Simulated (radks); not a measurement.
Values are calculated unless marked as measured or tabulated.
All-electron atom: Bi XXXV in [Kr] 4d10 4f3 (the NIST ground configuration).

Code: a radial shooting solver on a logarithmic mesh with Libxc functionals. Model: scalar-relativistic Kohn-Sham, PBEsol, spin-polarised, spherical densities, point nucleus; open shells are filled with parallel spins first (spin-orbit coupling, left out, can overturn this in heavy ions).

Energy parts (Ry):
part                       energy
total                 -41811.3286
kinetic                47606.3328
electron-nucleus      -99760.2935
Hartree                11015.8324
exchange-correlation    -673.2002

Orbitals (lengths in bohr, moments of r in powers of bohr):
| orbital | occ. | eigenvalue (Ry) | <r^4> |
|---|---|---|---|
| 1s down | 1 | -6758.111 | 3.325e-07 |
| 1s up | 1 | -6758.110 | 3.325e-07 |
| 2s up | 1 | -1292.284 | 0.00004778 |
| 2s down | 1 | -1292.270 | 0.00004778 |
| 2p up | 3 | -1119.023 | 0.00004003 |
| 2p down | 3 | -1119.011 | 0.00004002 |
| 3s up | 1 | -383.7079 | 0.001679 |
| 3s down | 1 | -383.3910 | 0.001675 |
| 3p up | 3 | -334.1370 | 0.001871 |
| 3p down | 3 | -333.8124 | 0.001867 |
| 3d up | 5 | -284.7206 | 0.001423 |
| 3d down | 5 | -284.4710 | 0.001418 |
| 4s up | 1 | -153.2073 | 0.02952 |
| 4s down | 1 | -152.7641 | 0.02962 |
| 4p up | 3 | -135.8629 | 0.03661 |
| 4p down | 3 | -135.4455 | 0.03675 |
| 4d up | 5 | -116.7488 | 0.04086 |
| 4d down | 5 | -116.3324 | 0.04108 |
| 4f up | 3 | -97.08789 | 0.03560 |
| 4f down | 0 | -96.60410 | 0.03596 |
| 5s up | 0 | -80.39040 | 0.3018 |
| 5s down | 0 | -80.18441 | 0.3036 |
| 5p up | 0 | -73.23226 | 0.3787 |
| 5p down | 0 | -73.04688 | 0.3810 |

The highest occupied level is 4f up at -1320.9 eV. For comparison, the ionisation energy in NIST's Atomic Spectra Database is 1380 eV (theoretical). In exact Kohn-Sham theory the highest level is minus the ionisation energy, but local and semilocal functionals leave it too shallow, through self-interaction and a potential that decays too fast; potentials with the right tail come closer.
